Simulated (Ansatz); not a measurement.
Consider the ligand exchange at a Ga–I bond: `[GaH2][I]` + `[SiH3]N[SiH3]` → `[SiH3][N]([SiH3])[GaH2]` + HI.

Gas-phase electronic energies from Ansatz, PBE0-D4/def2-TZVP geometries. CCSD(T)/CBS adds triple-zeta CCSD(T) − MP2 to the extrapolated MP2 energy (def2 sets, frozen cores). This one scheme is used for every species. DFT in def2-TZVPP. Elements past krypton have def2 core potentials. For Ga, I outer-core shells are correlated without core-valence functions, which leaves a few kJ/mol of doubt a bond. Scalar relativity is left out up to krypton.

CCSD(T)/CBS gives +17.7 kcal/mol.

Problem. Another level gave +14.8 kcal/mol. Which?
A. r2SCANh-D4/def2-TZVPP
B. LDA (SPW92)/def2-TZVPP
C. r2SCAN0/def2-TZVPP
D. RPA@PBE/def2-TZVPP

Solution. D. RPA@PBE/def2-TZVPP 14.8, r2SCANh-D4 19.7, r2SCAN0 21.0, LDA (SPW92) 17.0 kcal/mol.

Largest T1 diagnostic among the species: 0.014.

From PBE to PBE0 (25 % exact exchange), in def2-TZVPP and without D4, ΔE moves by +1.2 kcal/mol. Leaving LDA and LC-ωPBE aside and taking each functional with its dispersion term where it has one, the values, not all of them listed here, spread over 3.3 kcal/mol, from BLYP-D4 to r2SCAN0-D4. LDA lies −3.1 kcal/mol from PBE without D4.
